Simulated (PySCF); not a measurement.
A calculated (M06-L, PySCF 2.14, cc-pVDZ, the non-relativistic Hamiltonian (point nucleus)) atom or ion has these occupied shells.

```tsv
shell	electrons	orbital energy (eV)	rms radius, mean of both spins (bohr)
1s α	1	-563.84	0.231
1s β	1	-561.61	0.231
2s α	1	-60.873	1.14
2s β	1	-55.873	1.14
2p α	2	-45.672	1.10
```

**Question.** Name the element and its charge.

**Answer.** O²⁺ (oxygen, charge +2), in [He] 2s2 2p2, high-spin 3P determinant.
